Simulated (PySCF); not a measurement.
Job for PySCF: R-BP86/6-31G* on FH4NSi (SMILES N[SiH2]F), a point of a torsion scan.

```python
from pyscf import gto, scf, dft, mp
from pyscf.data.elements import chemcore

mol = gto.M(
    atom='''
    N     1.02266156   -0.12045776   -0.22399273
    Si   -0.65084261    0.10085953    0.05710799
    F    -1.02013364    0.20995867    1.63013175
    H     1.49463786   -0.92628100    0.15197616
    H     1.64623302    0.66902030   -0.23887181
    H    -1.34587108   -1.09669952   -0.37657634
    H    -1.03734324    1.37882445   -0.50780640
    ''',
    basis='6-31g*',
    cart=True,
    charge=0, spin=0, verbose=3, max_memory=1800)
mf = dft.RKS(mol, xc='b88,p86')
mf.conv_tol = 1e-8
mf.max_cycle = 100
mf.kernel()
if not mf.converged:
    mf = mf.newton().run(mf.mo_coeff, mf.mo_occ)
```

The log:

```
converged SCF energy = -446.569199091317
```

Self-consistency was reached.

Cost: very roughly 6 core-seconds.
